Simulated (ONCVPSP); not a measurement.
# What one change does to a pseudopotential (lead, ONCV)

ONCVPSP 4.0.1 input, shortened (lines: element, Z, core and valence counts, functional; n l f; lmax; l rc ep ncon nbas qcut; lloc lpopt rc5 dvloc0; l nproj debl; icmod fcfact rcfact), PBE, scalar-relativistic:

```
  Pb 82.00   10    5        4      upf
    1    0    2.00
    2    0    2.00
    2    1    6.00
    3    0    2.00
    3    1    6.00
    3    2   10.00
    4    0    2.00
    4    1    6.00
    4    2   10.00
    4    3   14.00
    5    0    2.00
    5    1    6.00
    5    2   10.00
    6    0    2.00
    6    1    1.50
    3
    0    1.20    0.00    4    7    9.70
    1    1.85    0.00    4    7    7.90
    2    2.05    0.00    4    9    6.10
    3    1.75    0.20    4    7    6.30
    4    5    1.00    0.00
    0    2    2.50
    1    3    3.10
    2    3    3.30
    3    2    2.30
    3    3.75    1.20
```

Change: s: qcut 7.

Cutoffs: the cutoffs (Ha) at which the residual kinetic energy of the hardest occupied pseudo-wave falls to 1 and 0.1 mHa per electron; they do not see the model core or the augmentation charge, which bear on the density cutoff. Errors are all-electron minus pseudo energies relative to the spin-unpolarised reference configuration.

**Question.** How do hardness, ghosts and transferability respond?

**Answer.** The potential gets harder (39 Ha and 45 Ha → 77 Ha and 94 Ha); both files keep a bound ghost (f); the errors of the 4 common tests hardly move; the range in which the s phases agree narrows (upper end 4.8 → 3.6).

| quantity | base | changed |
| --- | --- | --- |
| cutoff, loose | 39 Ha | 77 Ha |
| cutoff, tight | 45 Ha | 94 Ha |
| loose cutoff by channel | s 39 Ha, p 20 Ha, d 17 Ha | s 77 Ha, p 20 Ha, d 17 Ha |
| bound ghosts | f | f |
| GHOST(+) flags under 300 eV | s at 157.6 eV | s at 158.9 eV |
| error for 5s2 5p6 5d10 6s2 6p2, meV [ΔE -2.49 eV] | +1.0 | +1.0 |
| error for 5s2 5p6 5d10 6s2 6p1, meV [ΔE 4.08 eV] | -2.0 | -1.9 |
| error for 5s2 5p6 5d10 6s2 6p0, meV [ΔE 17.53 eV] | -9.7 | -9.4 |
| error for 5s2 5p6 5d10 6s1 6p0, meV [ΔE 49.94 eV] | -29 | -31 |
| s: phases at 1.22 bohr within 0.05 rad from the reference energy up to (Ha; the scan ends near 5) | 4.8 | 3.6 |
| p: phases at 1.88 bohr within 0.05 rad from the reference energy up to (Ha; the scan ends near 5) | to the end of the scan | to the end of the scan |
| d: phases at 2.08 bohr within 0.05 rad from the reference energy up to (Ha; the scan ends near 5) | to the end of the scan | to the end of the scan |
| f: phases at 1.77 bohr within 0.05 rad from the reference energy up to (Ha; the scan ends near 5) | n/a | n/a |
| rms error of d²Exc/dni dnj with the model core, mHa | 1.82 | 1.31 |

 A true bound ghost makes a file unfit for plane-wave use even where its test errors are small: the radial tests pick states by their node count and pass the ghost by.
